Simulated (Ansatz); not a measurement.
CH₆AlOSi (SMILES [CH3][Al][O][SiH3]), doublet, geometry from GFN2-xTB (such geometries of metal compounds can be far from the true shape) (the spin is typed, not shown lowest); R2SCAN/6-31G (Ansatz, an electronic-structure program).

Input for Ansatz:
Ansatz 0.2 input:
```yaml
crystal:
  periodic: [false, false, false]
  atoms:
    - {symbol: Al, position_ang: [-0.47071710, -0.07925840, 1.20689086]}
    - {symbol: C, position_ang: [-1.66410278, 1.47606192, 1.74381389]}
    - {symbol: H, position_ang: [-2.00164486, 1.33202999, 2.77333061]}
    - {symbol: H, position_ang: [-2.55433106, 1.55850102, 1.11438453]}
    - {symbol: H, position_ang: [-1.14545163, 2.43760877, 1.69916979]}
    - {symbol: O, position_ang: [0.33501450, -0.36419239, -0.24921873]}
    - {symbol: Si, position_ang: [1.09080122, -0.59200252, -1.68471438]}
    - {symbol: H, position_ang: [0.11964224, -1.23084909, -2.57298000]}
    - {symbol: H, position_ang: [2.24456419, -1.45129806, -1.41839615]}
    - {symbol: H, position_ang: [1.48982712, 0.72956961, -2.16822233]}
basis:
  gaussian:
    orbitals: 6-31G
hamiltonian:
  xc: r2scan
magnetization: {spin_polarized: false, initial_magnetization: 1}
```

Output, abridged:

```
Functional definition: r2SCAN
673 factors; integrals over basis functions are off by at most 2.1e-4 eV
mean field evaluation 1: about -17639.4547 eV, gradient 7.3e1 eV
mean field evaluation 2: about -17639.4433 eV, gradient 7.3e1 eV
mean field evaluation 4: about -17646.4282 eV, gradient 4.1e1 eV
mean field evaluation 8: about -17651.1168 eV, gradient 3.4e-1 eV
mean field evaluation 16: about -17651.1105 eV, gradient 8.2e-5 eV
mean field evaluation 32: about -17625.9926 eV, gradient 4.8e1 eV
mean field -17651.11054033 eV, -648.6663480045 hartree, gradient 1.1e-5 eV, S^2 0.750000; 0 other end points of the search recorded, 0 dependent functions left out
reference -17651.11055700 eV, -648.6663486175 hartree; 24, 23 occupied and 32, 33 virtual orbitals, 673 factors
Total energy: -17651.11055700 eV, -648.6663486175 hartree
```
